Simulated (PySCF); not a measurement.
Correlation energy of Cl²⁺ (chlorine, charge +2)

[Ne] 3s1 3p4, high-spin 4P determinant (an excited configuration). All numbers are calculated (PySCF 2.14, the spin-free X2C one-electron Hamiltonian (Gaussian nucleus), in x2c-TZVPPall with one added diffuse shell each of s, p, d type (6s6p4d1f, 51 functions)). Frozen: [Ne]; 5 electrons correlated.

| level | correlation energy (mhartree) |
| --- | --- |
| CCSD | -140.56 |
| (T) | -7.54 |
| CCSD(T) | -148.10 |

Diagnostics: T1 = 0.013, D1 = 0.0308, largest double amplitude 0.198.

A double-excitation amplitude exceeds 0.15, a sign of near-degeneracy.

Cost of the coupled-cluster step: of the order of 1.8 core-seconds, for 5 correlated electrons.
